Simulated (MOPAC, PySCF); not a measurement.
H5B2N, SMILES `BBN`, neutral singlet in the gas phase. 

Z-matrix (Å, degrees):
```
B
N 1 1.3938
H 2 1.0065 1 124.10
H 2 1.0068 3 112.95 1 -179.98
H 1 1.2062 2 116.09 3 -179.97
B 1 1.6630 5 115.44 2 -180.00
H 6 1.1970 1 122.23 5 -87.15
H 6 1.1970 7 115.32 1 -174.68
```
Charge 0, spin multiplicity 1.

All levels are single points at this geometry (B3LYP-D3(BJ)/def2-TZVP); Pople sets use spherical d functions. Orbital energies aren't observables, and empty levels follow the basis.

```csv
level,HOMO (eV),LUMO (eV),gap (eV),dipole (D),"vertical IE, Delta-SCF (eV)"
B3LYP-D3(BJ)/def2-TZVP in PySCF,-7.72,-1.79,5.93,2.01,10.37
B3LYP/3-21G in PySCF,-7.48,-1.38,6.11,2.42,–
B3LYP/6-311+G** in PySCF,-7.75,-1.84,5.91,1.97,–
B3LYP/6-31G* in PySCF,-7.41,-1.26,6.15,2.19,10.21
BP86/6-31G* in PySCF,-6.35,-2.16,4.19,2.30,–
M06-2X/6-31G* in PySCF,-8.92,-0.10,8.81,2.11,–
PBE/6-31G* in PySCF,-6.23,-2.10,4.13,2.30,–
SVWN5/6-31G* in PySCF,-6.23,-2.37,3.87,2.34,–
HF/STO-3G in PySCF,-9.69,7.07,16.76,1.73,–
AM1 in MOPAC,-9.97,1.75,11.72,1.72,–
PM3 in MOPAC,-10.71,0.90,11.61,2.93,–
PM6 in MOPAC,-9.52,0.04,9.56,2.00,–
PM7 in MOPAC,-9.97,-0.23,9.74,2.08,–
```
